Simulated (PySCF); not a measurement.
## [Dy(NH2)2]+ at several levels of theory

Computed with PySCF 2.14.0 (density fitting, no spin-orbit coupling) at the geometry relaxed with TPSS:

```xyz
7
[Dy(NH2)2]+ (singlet in the valence; each metal's 4f electrons, 9 of them, lie in its core potential, out of spins and levels)
Dy    1.1476    0.0531   -0.0050
N    -0.1235    0.0991    1.6510
H     0.0789    0.1648    2.6578
H    -1.1497    0.0458    1.5735
N    -0.1302   -0.1222   -1.6492
H     0.0815   -0.1929   -2.6542
H    -1.1566   -0.1646   -1.5738
```

```csv
level,basis,state,HOMO (eV),gap (eV),charge on Dy1 (e),population of f-type functions on Dy1 (polarisation alone where 4f lies in the core),dipole about the centre of mass (D),largest force component (eV/Å)
TPSS,"Dy lcecp-1-SVP with ECP55, N def2-SVP, H def2-SVP",singlet,-10.34,3.11,1.16,0.04,2.63,0.02
TPSS,"Dy lcecp-1-TZVP with ECP55, N def2-TZVP, H def2-TZVP",singlet,-10.38,3.12,1.60,0.04,2.93,0.33
```

In the lcecp rows the 4f levels are missing from HOMO and gap, and the state counts the valence alone.

Charges are Mulliken's, which hang on the basis. The relaxation used the grid (50, 194), these runs (75, 302) or, all-electron (x2c bases, spin-free X2C Hamiltonian), (99, 590).

Task: Order these levels, in the first row's basis, by the HOMO–LUMO gap they give here, smallest first.
A. BP86
B. B3LYP
C. CAM-B3LYP
D. revPBE

Result: D (2.89 eV), A (3.09 eV), B (4.25 eV), C (6.87 eV).

Task: And their other results?

Result: 
```json
{"level": "CAM-B3LYP", "state": "singlet", "HOMO (eV)": "-12.95", "gap (eV)": "6.87", "charge on Dy1 (e)": "1.20", "population of f-type functions on Dy1 (polarisation alone where 4f lies in the core)": "0.05", "dipole about the centre of mass (D)": "3.08", "largest force component (eV/Å)": "0.40"}
{"level": "BP86", "state": "singlet", "HOMO (eV)": "-10.44", "gap (eV)": "3.09", "charge on Dy1 (e)": "1.08", "population of f-type functions on Dy1 (polarisation alone where 4f lies in the core)": "0.04", "dipole about the centre of mass (D)": "2.38", "largest force component (eV/Å)": "0.23"}
{"level": "B3LYP", "state": "singlet", "HOMO (eV)": "-11.36", "gap (eV)": "4.25", "charge on Dy1 (e)": "1.17", "population of f-type functions on Dy1 (polarisation alone where 4f lies in the core)": "0.05", "dipole about the centre of mass (D)": "2.80", "largest force component (eV/Å)": "0.22"}
{"level": "revPBE", "state": "singlet", "HOMO (eV)": "-10.28", "gap (eV)": "2.89", "charge on Dy1 (e)": "1.09", "population of f-type functions on Dy1 (polarisation alone where 4f lies in the core)": "0.05", "dipole about the centre of mass (D)": "2.45", "largest force component (eV/Å)": "0.10"}
```

In the first row's basis the gap widens with exact exchange: 2.9 to 3.1 eV for revPBE, BP86, TPSS (none); 4.3 eV for B3LYP (a fixed share); 6.9 eV for CAM-B3LYP (rising or full at long range).

No frequency check is given that shows the relaxed geometry to be a minimum. An lcecp potential fixes the number of 4f electrons, so in runs with it no electron can move into or out of that shell.
